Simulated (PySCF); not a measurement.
An unknown is described by computed data only.

Formula: CH9OPSi3.

| Property | Result |
| --- | --- |
| Rotational structure | rotational constants A, B, C: 1.979, 1.143, 0.810 GHz [GFN2-xTB] |
| NMR, other nuclei | isotropic shieldings of nuclei other than C and H, by class: -555 (1 O), 403 (1 Si), 427 (2 Si), 717 (1 P) ppm [GIAO PBE0/pcSseg-1] |
| 13C NMR | chemical shifts (computed TMS as zero) by class: 246.9 (1 C) ppm [GIAO PBE0/pcSseg-1] |
| Dipole | 2.32 D [PBE0/pcSseg-1] |
| 1H NMR | chemical shifts (computed TMS as zero) by class: 12.20 (1 H), 4.64 (2 H), 4.31 (6 H) ppm [GIAO PBE0/pcSseg-1] |

Gas-phase values; electronic properties from PySCF, density fitting. Levels stand in brackets. The structure is a single GFN2-xTB conformer in the gas phase; no vibrational or solvent corrections. NMR classes are plain means over equivalent atoms (diastereotopic ones count apart unless rotation or inversion swaps them), as if these changed places fast.

Problem. Give a SMILES that accounts for the data.

Solution. Numbering: `[O:1]=[CH:2][SiH2:3][P:4]([SiH3:5])[SiH3:6]`. The one carbon: carbonyl carbon [C2] (246.9 ppm). Hydrogen classes from least to most shielded: 1 H on a carbonyl carbon, C2 (12.20 ppm), 2 H on an SiH2 silicon, Si3 (4.64 ppm), 6 H on 2 SiH3 silicons, Si5/Si6 (4.31 ppm, a mean of values up to 0.8 ppm apart in this geometry). The other shieldings belong to: -555 ppm, carbonyl oxygen [O1]; 403 ppm, SiH2 silicon [Si3]; 427 ppm, SiH3 silicon [Si5/Si6]; 717 ppm, three-coordinate phosphorus [P4]. The optimised geometry has point group C1 and is an asymmetric top. Structure: `O=C[SiH2]P([SiH3])[SiH3]`. The assignments are read from this structure; whether some other isomer fits the data as well wasn't checked.

The values belong to the conformer `[O:1]=[CH:2][SiH2:3][P:4]([SiH3:5])[SiH3:6]`: O1–C2–Si3–P4 17°, C2–Si3–P4–Si5 -26°.
